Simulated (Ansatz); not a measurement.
`[F][GaH][ZnH]` + H₂ → `[ZnH2]` + `[F][GaH2]` at 400 K and 1 bar (hydrogenolysis of a Zn–Ga bond).

Gas-phase electronic energies from Ansatz, PBE0-D4/def2-TZVP geometries. CCSD(T)/CBS adds triple-zeta CCSD(T) − MP2 to the extrapolated MP2 energy (def2 sets, frozen cores). This one scheme is used for every species. For Ga, Zn outer-core shells are correlated without core-valence functions, which leaves a few kJ/mol of doubt a bond. Scalar relativity is left out up to krypton.

```csv
species,CCSD(T)/CBS energy (Eh),H − E (kJ/mol),S (J/(mol·K))
`[F][GaH][ZnH]`,-3803.33961,63.8,343.9
H₂,-1.17544,38.0,139.0
`[ZnH2]`,-1779.54550,43.9,212.3
`[F][GaH2]`,-2024.95631,56.3,268.5
```

H − E and S are ideal-gas, rigid-rotor, harmonic terms from PBE0-D4/def2-TZVP. For small species the MP2-based limit differs from directly extrapolated CCSD(T) by up to some mEh (0.8 for H₂); such offsets cancel only in part. 1 Eh = 2625.50 kJ/mol, R = 8.31446 J/(mol·K).

Task: By hand: ΔE, ΔH, ΔS and ΔG.

Result: ΔE = (-1779.54550) + (-2024.95631) − (-3803.33961) − (-1.17544) = 0.01324 Eh = 34.8 kJ/mol. Δ(H − E) = 43.9 + 56.3 − 63.8 − 38.0 = -1.6, so ΔH = 33.2 kJ/mol. ΔS = 212.3 + 268.5 − 343.9 − 139.0 = -2.1 J/(mol·K). ΔG = 33.2 − 400 × (-2.1)/1000 = 34.0 kJ/mol.

Task: By hand: the equilibrium constant, and the temperature at which ΔG would vanish if ΔH and ΔS stayed fixed.

Result: log₁₀ K = −ΔG/(RT ln 10) = -4.4. ΔH and −TΔS have one sign here, so there is no such temperature.

The number of gas molecules stays the same, so ΔS is small and ΔH decides. A doubt of 5 kJ/mol in ΔE shifts log₁₀ K by 0.7 here. These are equilibria of isolated gas molecules and say nothing of rates. Largest T1 diagnostic: 0.016 (customary marks: 0.02 for closed shells, 0.045 for open ones).

ΔS is within the doubt of such terms, so its sign, and with it that verdict, could turn.
